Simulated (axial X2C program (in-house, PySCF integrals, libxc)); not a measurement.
**Curves of TiF by EOM-EA-CCSD**

Calculated with an axial X2C code built on PySCF integrals: two-component X2C with atomic mean-field Coulomb and Gaunt terms, Gaussian nuclei, basis Ti dyall-acv3z, F dyall-av3z with contracted cores.

Energies in eV from the lowest point of the lowest state; states are followed by energy order within each Ω. Reference: TiF⁺, 18 electrons correlated in 92 virtual spinors with an MP2 remainder; levels at this size can be off by some tenths of an eV. Masses 47.948 and 18.998 u.

```csv
R (Å),(1)Ω=1/2,(1)Ω=3/2,(2)Ω=1/2,(3)Ω=1/2
1.634,0.4388,2.4051,2.6774,2.7157
1.705,0.1230,2.0273,2.2479,2.3613
1.776,0.0000,1.8306,2.0067,2.1887
1.856,0.0231,1.7642,1.8989,2.1376
1.936,0.1625,1.8122,1.9138,2.1888
2.042,0.4633,1.9881,2.0651,2.2836
```

Problem. Fit the curves (1)Ω=1/2, (1)Ω=3/2, (2)Ω=1/2 near their minima.

Solution. At EOM-EA-CCSD from TiF⁺ (the fit fixes ωe to about one per cent; ωe of higher roots by this method can be off by ten per cent):

| state | Te (cm⁻¹) | Re (Å) | ωe (cm⁻¹) |
| --- | --- | --- | --- |
| (1)Ω=1/2 | 0 | 1.802 | 687.1 |
| (1)Ω=3/2 | 14300 | 1.857 | 593.1 |
| (2)Ω=1/2 | 15330 | 1.883 | 582.8 |

For TiF⁺ at CCSD, and between the minima:

Re = 1.738 Å, ωe = 791.5 cm⁻¹; removing the electron costs 6.635 eV without zero-point terms.

T1 of the reference reaches 0.024 (Lee–Taylor). Curves followed by order can swap character. Number of frozen shells: Ti 2 s, 1 p; F 1 s. Roots with under 60 % one-particle weight at any point are counted in the labels but not shown, and the list ends where the roots sought for some Ω run out; states that need a further excitation are missing and may lie low or lowest. Curves with a minimum but no constants failed the fit check.
